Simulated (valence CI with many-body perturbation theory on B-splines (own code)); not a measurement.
**E1 line list for Ni14+**

Calculated by valence CI with perturbative core correlation (CI+MBPT): four valence electrons over a frozen Dirac-Fock core [Ne], a basis of 11 s, 11 p, 10 d, 8 f, 5 g, 2 h functions for each j, with the one-electron correlation potential Σ1, the two-electron term Σ2, the three-electron term Σ3, Breit, model QED; selected CI, second order for the rest, scaled by the run's own slope (own B-spline code, finite nucleus).

No measured levels were compared; by estimate levels of excited configurations hold to 0.05 to 0.15 % of their energy, terms of the ground configuration to about 0.5 %. Among the levels kept, up to 810 cm⁻¹ of a level comes from second order outside the variational space, and about a tenth of that is noise between levels of different J, which matters for small intervals.

Lines 201 to 250 of 562 in falling wavelength, among levels below 1380400 cm⁻¹, chosen from the strongest by gf and those to the six lowest levels. Wavelengths and rates use the calculated energies, so an error of 200 cm⁻¹ moves a line at 22.54 nm by 0.045 % and its rate by three times that or more. Electric multipoles are in the length gauge with retardation, E1 and E2 with the static RPA response of the core. Weak lines are less certain than strong ones. Lines between different terms over intervals too small for the method are left out, as are lines whose strength nearly cancels. Where a level lies close to another of its J and parity, the split of strength between their lines is uncertain. The highest levels of a list are the least certain.

Names give the largest LS component (configuration and term), which can be under half, so a name can repeat, a term be missing and a line seem to break the LS rules; names also repeat where a configuration has a term twice. Letters in brackets count levels of one name in rising energy.

| λ vac (nm) | Upper | Lower | A (s⁻¹) | log gf | Branch % |
| --- | --- | --- | --- | --- | --- |
| 22.54 | 3s3p²3d ³F_4 [c] | 3s²3p3d ³F°_4 | 2.95e+10 | 0.31 | 46.8 |
| 22.53 | 3s3p3d² ³F°_3 | 3s3p²3d ¹G_4 | 3.79e+09 | -0.70 | 7.5 |
| 22.46 | 3s3p²3d ¹P_1 [b] | 3s²3p3d ¹D°_2 | 9.30e+09 | -0.68 | 8.7 |
| 22.41 | 3s3p²3d ³D_1 [c] | 3s²3p3d ³F°_2 | 1.77e+10 | -0.40 | 32.7 |
| 22.40 | 3s3p3d² ³F°_2 | 3s3p²3d ³D_1 [a] | 3.23e+09 | -0.92 | 7.1 |
| 22.39 | 3s3p²3d ³F_3 [c] | 3s²3p3d ³F°_3 | 2.06e+10 | 0.03 | 32.2 |
| 22.38 | 3s3p³ ¹P°_1 | 3s²3p² ¹D_2 | 3.53e+10 | -0.10 | 69.4 |
| 22.34 | 3s3p3d² ³S°_1 | 3s3p²3d ³P_1 [b] | 5.07e+09 | -0.94 | 5.3 |
| 22.32 | 3s3p²3d ³F_2 [c] | 3s²3p3d ³F°_3 | 9.45e+09 | -0.45 | 13.2 |
| 22.29 | 3s²3d² ³F_2 | 3s²3p3d ¹F°_3 | 5.13e+09 | -0.72 | 4.8 |
| 22.29 | 3p³3d ³D°_1 [c] | 3s3p²3d ³F_2 [b] | 5.75e+09 | -0.89 | 7.2 |
| 22.27 | 3p³3d ¹P°_1 | 3s3p²3d ³F_2 [a] | 6.66e+09 | -0.83 | 14.4 |
| 22.27 | 3s3p²3d ³D_2 [c] | 3s²3p3d ³F°_2 | 1.05e+10 | -0.41 | 21.7 |
| 22.24 | 3p³3d ¹D°_2 [c] | 3s3p²3d ¹F_3 [a] | 3.22e+09 | -0.92 | 4.2 |
| 22.23 | 3s3p²3d ³S_1 | 3s²3p3d ³F°_2 | 1.26e+10 | -0.55 | 23.8 |
| 22.17 | 3s3p³ ³S°_1 | 3s²3p² ³P_2 | 3.95e+10 | -0.06 | 58.7 |
| 22.11 | 3s3p²3d ³P_1 [c] | 3s²3p3d ³D°_2 | 2.67e+10 | -0.23 | 21.6 |
| 22.08 | 3s3p3d² ³F°_3 | 3s3p²3d ³D_2 [a] | 2.98e+09 | -0.82 | 5.9 |
| 22.07 | 3s3p²3d ³P_2 [c] | 3s²3p3d ¹D°_2 | 1.09e+10 | -0.40 | 8.3 |
| 22.06 | 3s3p²3d ³D_3 [a] | 3s3p³ ¹D°_2 | 2.48e+09 | -0.90 | 5.6 |
| 22.05 | 3p³3d ³D°_3 [c] | 3s3p²3d ³D_3 [a] | 4.11e+09 | -0.68 | 5.4 |
| 22.05 | 3s3p3d² ³G°_5 | 3s3p²3d ³F_4 [b] | 5.72e+09 | -0.34 | 11.2 |
| 22.02 | 3s²3p3d ³P°_1 [a] | 3s²3p² ¹S_0 | 8.18e+07 | -2.75 | 0.1 |
| 22.01 | 3p³3d ³D°_1 [b] | 3s3p²3d ³D_1 [a] | 9.22e+09 | -0.70 | 11.6 |
| 21.96 | 3p³3d ³P°_2 [a] | 3s3p²3d ³F_3 [a] | 5.46e+09 | -0.70 | 9.9 |
| 21.95 | 3s3p²3d ³P_1 [a] | 3s3p³ ³P°_2 | 9.44e+09 | -0.69 | 18.9 |
| 21.89 | 3s3p3d² ⁵D°_4 [b] | 3s3p²3d ³D_3 [a] | 2.10e+09 | -0.87 | 3.4 |
| 21.87 | 3s3p²3d ³P_0 [c] | 3s²3p3d ³P°_1 [b] | 4.44e+10 | -0.50 | 33.2 |
| 21.86 | 3s3p3d² ³F°_2 | 3s3p²3d ³G_3 | 1.33e+10 | -0.32 | 29.0 |
| 21.85 | 3s3p²3d ¹D_2 [c] | 3s²3p3d ¹F°_3 | 3.59e+10 | 0.11 | 28.8 |
| 21.83 | 3s3p²3d ³F_2 [c] | 3s²3p3d ³F°_2 | 1.44e+10 | -0.29 | 20.1 |
| 21.82 | 3p³3d ³D°_3 [b] | 3s3p²3d ³F_4 [a] | 1.18e+10 | -0.23 | 49.0 |
| 21.79 | 3s3p²3d ³F_4 [c] | 3s²3p3d ³F°_3 | 2.39e+09 | -0.82 | 3.8 |
| 21.71 | 3s3p3d² ³F°_3 | 3s3p²3d ³G_4 | 7.68e+09 | -0.42 | 15.1 |
| 21.64 | 3s3p3d² ³G°_4 | 3s3p²3d ³F_3 [b] | 3.21e+09 | -0.69 | 5.9 |
| 21.64 | 3p³3d ³F°_4 [b] | 3s3p²3d ³F_4 [a] | 1.84e+09 | -0.93 | 7.4 |
| 21.63 | 3s3p3d² ⁵D°_4 [b] | 3s3p²3d ³G_5 | 6.87e+09 | -0.36 | 11.2 |
| 21.62 | 3p³3d ³P°_2 [b] | 3s3p²3d ³F_3 [a] | 6.13e+09 | -0.67 | 11.9 |
| 21.60 | 3p³3d ³D°_3 [c] | 3s3p²3d ³G_4 | 3.61e+09 | -0.75 | 4.7 |
| 21.59 | 3s3p3d² ⁵D°_4 [c] | 3s3p²3d ³D_3 [a] | 4.15e+09 | -0.58 | 5.9 |
| 21.59 | 3p³3d ¹D°_2 [c] | 3s3p²3d ³D_2 [a] | 3.72e+09 | -0.89 | 4.8 |
| 21.57 | 3s3p³ ³S°_1 | 3s²3p² ³P_1 | 1.87e+10 | -0.41 | 27.7 |
| 21.53 | 3p³3d ³D°_3 [a] | 3p⁴ ³P_2 | 3.38e+09 | -0.78 | 20.1 |
| 21.49 | 3s3p²3d ¹F_3 [a] | 3s3p³ ¹D°_2 | 1.07e+10 | -0.28 | 35.4 |
| 21.47 | 3s²3p3d ³F°_2 | 3s²3p² ³P_2 | 3.61e+08 | -1.90 | 30.7 |
| 21.44 | 3s3p3d² ³G°_3 [b] | 3s3p²3d ³D_2 [b] | 4.45e+09 | -0.67 | 10.2 |
| 21.44 | 3s3p²3d ³P_0 [a] | 3s3p³ ³P°_1 | 1.76e+10 | -0.92 | 35.9 |
| 21.38 | 3s3p3d² ³G°_3 [a] | 3s3p²3d ³F_2 [b] | 2.62e+09 | -0.90 | 4.6 |
| 21.34 | 3s3p3d² ⁵D°_4 [c] | 3s3p²3d ³G_5 | 6.10e+09 | -0.43 | 8.6 |
| 21.24 | 3s²3p3d ³P°_1 [b] | 3s²3p² ¹S_0 | 1.23e+07 | -3.60 | 0.0 |
